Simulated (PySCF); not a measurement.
## UHF on Xe (xenon, neutral)

Configuration: [Kr] 4d10 5s2 5p5 6s1, high-spin 3P determinant (an excited configuration). All numbers are calculated (PySCF 2.14, a scalar-relativistic core potential, in aug-cc-pVTZ-PP with one added diffuse shell each of d, f type with ECP28MDF (6s5p5d3f, 67 functions)).

```
Total energy                                                  : -327.989301 hartree
One-electron energy                                           : -567.4690 hartree
Hartree (Coulomb) energy                                      : 261.9669 hartree
Exchange energy                                               : -22.4872 hartree
⟨S²⟩                                                          : 2.0097
⟨L²⟩                                                          : 2.171
Sum of ⟨r⟩                                                    : 34.83 bohr
Sum of ⟨r²⟩                                                   : 78.08 bohr²
Traceless quadrupole moment −½Σ⟨3z² − r²⟩ along its main axis : -1.57 e·bohr²
```

```tsv
shell	electrons	mean orbital energy (hartree)	spread (hartree)	rms radius, mean of both spins (bohr)
4s α	1	-8.57021	0	0.767
4s β	1	-8.55833	0	0.767
4p α	3	-6.30212	0.02827	0.820
4p β	3	-6.29134	0.00428	0.820
4d α	5	-2.83133	0.02962	0.934
4d β	5	-2.82309	0.01625	0.934
5s α	1	-1.18606	0	1.97
5s β	1	-1.08060	0	1.97
5p α	3	-0.60684	0.06408	2.37
5p β	2	-0.56395	0	2.37
6s α	1	-0.11350	0	5.30
```

Energies and moments cover only the electrons outside the core potential. The outer electron is Rydberg-like, and this basis confines it to a smaller radius and binds it less than a complete one would.
